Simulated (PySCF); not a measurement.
B(AsH2)2(F) (As₂BFH₄), SMILES [AsH2]B([AsH2])F. Atoms are numbered in the order given.

```xyz
8

B      0.0000     0.0000     0.6809
As     1.8031     0.0627    -0.2972
H      2.4315    -1.0714     0.5094
H      1.3448    -0.8390    -1.4390
As    -1.8031    -0.0627    -0.2972
H     -2.4315     1.0714     0.5094
H     -1.3448     0.8390    -1.4390
F      0.0000     0.0000     2.0076
```

Geometry optimised at B3LYP-D3(BJ)/def2-SVP. The structure was generated by enumeration, and PubChem lists no compound with its InChIKey, so it may never have been made.

Two levels are set side by side: PBE/pcSseg-1 (PySCF) and PBE0/pcSseg-1 (PySCF). GIAO shifts against AsH3 (⁷⁵As), BF3 (¹¹B), CFCl3 (¹⁹F), TMS (¹H) at the same level; non-relativistic, no solvent, atoms listed together averaged. Differences are taken from unrounded values.

```csv
quantity,PBE0
δ(¹¹B) of B1 (ppm),78.7
"δ(⁷⁵As) of As2, As5 (ppm)",126.7
δ(¹⁹F) of F8 (ppm),62.7
```

Question: What does PBE give, and how far is it from PBE0? (An estimate is asked for; the answer gives what the named calculation found.)

Answer: 
```csv
quantity,PBE,PBE minus PBE0
δ(¹¹B) of B1 (ppm),79.5,0.8
"δ(⁷⁵As) of As2, As5 (ppm)",138.8,12.0
δ(¹⁹F) of F8 (ppm),58.5,-4.2
```

Rough cost on one machine, each run with all the roots and properties that it gave: PBE0 against PBE within a factor of 2.
